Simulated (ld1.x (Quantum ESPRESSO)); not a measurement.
# zinc (Zn): excitation energies, all-electron against TM semilocal

```json
{"Element": "Zn (Z = 30)", "Generator": "ld1.x (Quantum ESPRESSO) 7.5", "Type": "norm-conserving Troullier–Martins (semilocal form)", "Functional": "PBE", "Relativity": "scalar-relativistic", "Frozen core": "[Ar]", "Valence charge": "12", "Reference configuration": "3d10 4s1.75 4p0.25", "Partial waves": "4p (bound): rc 2.70 bohr; 3d (bound): rc 1.45 bohr; 4s (bound): rc 1.95 bohr", "Local potential": "the s channel", "Core correction": "none"}
```

Energies are relative to the spin-unpolarised reference configuration 3d10 4s1.75 4p0.25; without spin polarisation the order of configurations can differ from experiment.

```csv
valence configuration,charge,ΔE all-electron (eV),error AE − PS (meV)
3d10 4s2 4p0,0,-1.228,+0.2
3d10 4s1 4p0,+1,8.660,+2.7
3d10 4s0 4p0,+2,27.103,+42
3d10 4s1 4p1,0,3.858,+1.6
3d9 4s0 4p0,+3,67.636,+0.9
```

Question: What are ΔE and the potential's error for 3d10 4s0 4p2?

Answer: ΔE = 9.330 eV all-electron; the error (AE − PS) is +13 meV.

Question: What are ΔE and the potential's error for 3d10 4s0 4p1?

Answer: ΔE = 14.984 eV all-electron; the error (AE − PS) is +19 meV.

Levels in the configuration 3d10 4s1 4p0:

```
level  all-electron (eV)  pseudo (eV)
   3d            -19.760      -19.713
   4s            -13.998      -13.985
```
